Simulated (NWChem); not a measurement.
System: C₂H₂F₄; SMILES FC(F)C(F)F

```xyz
8

F      1.0923    -1.3561     0.0787
C      0.0000    -0.6871    -0.3249
F     -1.0923    -1.3561     0.0789
C      0.0000     0.6871     0.3249
F     -1.0923     1.3561    -0.0789
F      1.0923     1.3561    -0.0787
H     -0.0002    -0.6053    -1.4264
H     -0.0002     0.6053     1.4264
```
Atoms are numbered in this order, from 1.

Results from NWChem. Pople sets run with spherical d functions. Geometry: optimised at PBE0/def2-SVP. Level: PBE/6-31G* with COSMO at NWChem's default radii, gas-phase geometry; the question gives the dielectric constant.

What does the run give for dielectric constant 2.0? Quantities: electrostatic solvation energy (kcal/mol).


```
Item                                       Value
-----------------------------------------  -----
electrostatic solvation energy (kcal/mol)   -1.1
```
